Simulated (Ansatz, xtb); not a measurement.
**Two structures of AlFH2InN**

Structure I: `[F][AlH][NH][In]`, a singlet. Structure II: a singlet given by its coordinates. Both are isolated molecules in the gas phase, relaxed with PBE0-D3(BJ)/def2-SVP; the shapes shown needn't be the lowest conformers.

I (Å):

```xyz
6

Al   -0.5114   -1.8357    0.3195
F    -0.0807   -2.6969   -1.0463
In   -1.8873    1.0540    1.7930
N    -1.2520   -0.2349    0.2252
H    -1.4075    0.1479   -0.7106
H    -0.2310   -2.5090    1.7224
```

II (Å):

```yaml
atoms:
  - { symbol: Al, position_ang: [0.0429, 0.5165, 0.6142] }
  - { symbol: F, position_ang: [-0.4682, 0.8749, -1.0306] }
  - { symbol: In, position_ang: [-0.6974, 3.1599, 0.0566] }
  - { symbol: N, position_ang: [0.4612, -1.2126, 0.7250] }
  - { symbol: H, position_ang: [0.4073, -1.8701, -0.0478] }
  - { symbol: H, position_ang: [0.7863, -1.6860, 1.5608] }
```

Close contacts (Å): Al1–F2 1.76, Al1–In3 2.80, Al1–N4 1.78, F2–In3 2.54, N4–H5 1.02, N4–H6 1.01.

Quicker runs give these differences E(II) − E(I): GFN2-xTB +30.4 kcal/mol; HF/STO-3G +47.1 kcal/mol (at GFN2-xTB geometries); r2SCAN-D4/def2-SVP +10.6 kcal/mol (at GFN2-xTB geometries).

Estimate E(II) − E(I) at the level CCSD(T)/def2-TZVP.

Calculated at CCSD(T)/def2-TZVP: E(II) − E(I) = +16.2 kcal/mol, so structure I lies lower.

How the difference moves with the method:

| level | geometry | E(II) − E(I) (kcal/mol) | departure from the last row (kcal/mol) | job, with rough time for the two |
| --- | --- | --- | --- | --- |
| GFN2-xTB | GFN2-xTB | +30.4 | +14.2 | optimisation, 0.48 s |
| HF/STO-3G | GFN2-xTB | +47.1 | +30.9 | single point, 1.1 s |
| r2SCAN-D4/def2-SVP | GFN2-xTB | +10.6 | −5.6 | single point, 2.7 s |
| PBE0-D3(BJ)/def2-SVP | PBE0-D3(BJ)/def2-SVP | +8.7 | −7.5 | optimisation, 35 s |
| HF/def2-TZVP | PBE0-D3(BJ)/def2-SVP | +17.3 | +1.1 | part of the CCSD(T) run |
| MP2/def2-TZVP | PBE0-D3(BJ)/def2-SVP | +19.3 | +3.1 | part of the CCSD(T) run |
| CCSD(T)/def2-TZVP | PBE0-D3(BJ)/def2-SVP | +16.2 |  | single point, 75 s |

None of the levels shown reverses the order. The largest departure from CCSD(T)/def2-TZVP is that of HF/STO-3G, 30.9 kcal/mol.

With harmonic frequencies from PBE0-D3(BJ)/def2-SVP (ideal gas, rigid rotor, one conformer each, 298.15 K, 1 atm): on the last row, ΔE + ΔZPE = +18.5, ΔH = +18.8, ΔG = +18.2 kcal/mol.

The correlated steps freeze 11 core orbitals; the filled d shell of In is correlated, in a basis made for valence electrons. Atoms past krypton carry core potentials in the def2 sets, other sets are all-electron and non-relativistic, and no spin–orbit term is included. Run with Ansatz 0.2.0, xtb 6.7.1; the last row on 2 threads of Intel(R) Xeon(R) Platinum 8259CL CPU @ 2.50GHz (Skylake/Cascade Lake) on a shared host.
